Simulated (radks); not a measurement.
Problem. Lu, 71 electrons, occupied as [Xe] 4f14 5d1 6s1 6p1 (not the ground configuration). All-electron calculation, scalar-relativistic Kohn-Sham, SCAN, spin-unpolarised, spherical densities, finite nucleus; meta-GGA in the generalised Kohn-Sham scheme; Fermi nuclear charge, rms radius 5.37 fm. Program: a radial shooting solver on a logarithmic mesh with Libxc functionals. Some entries of the table are withheld. Estimate them.

orbital  occ.  eigenvalue (hartree)  <r^2> (bohr^2)
1s          2             -2326.683       0.0005123
2s          2             -397.0239        0.007913
2p          6             -349.1553        0.006494
3s          2             -90.42074         0.05155
3p          6             -75.95981         0.05219
3d         10             -58.58288         0.04349
4s          2             -18.22875          0.2576
4p          6             -13.46180          0.2930
4d         10              -7.22566          0.3480
5s          2              -2.32940           1.542
5p          6                   (1)           2.213
4f         14              -0.41686          0.6938
6s          1              -0.20892           14.98
5d          1              -0.10041           9.448
6p          1              -0.07299             (2)

Solution. 
(1) 5p eigenvalue (hartree): -1.23209
(2) 6p <r^2> (bohr^2): 28.67
